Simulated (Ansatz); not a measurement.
C3H6BBr at its PBE0-D4/def2-TZVP geometry, where that method's forces vanish. Charge 0, multiplicity 1. The bonds changed during the relaxation, so this is another structure than the one it started from.

```xyz
11

B     0.5207    0.8082    0.1303
C     0.8783   -0.9064   -0.1002
C    -0.4433   -0.5412   -0.4062
C    -1.1285    0.2904    0.4951
Br   -0.9767   -0.5322   -2.2226
H     0.6925    1.5509   -0.7835
H     0.9708    1.0247    1.2127
H     1.0943   -1.2885    0.8896
H     1.5094   -1.2648   -0.9011
H    -1.1206    0.0325    1.5467
H    -1.9970    0.8263    0.1391
```

Problem. What forces (eV/Å) does r2SCAN-D4/def2-TZVPP give on these atoms in Ansatz 0.2.0? (Estimate.)

Solution. Computed: 
```
B1   0.103  0.156  0.036
C2   0.211 -0.085  0.009
C3  -0.042 -0.127  0.112
C4  -0.148  0.129  0.116
Br5 -0.081 -0.007 -0.260
H6  -0.010 -0.034  0.035
H7  -0.005  0.010 -0.038
H8  -0.020 -0.012 -0.019
H9  -0.012  0.002  0.018
H10 -0.010 -0.018 -0.021
H11  0.013 -0.013  0.011
```
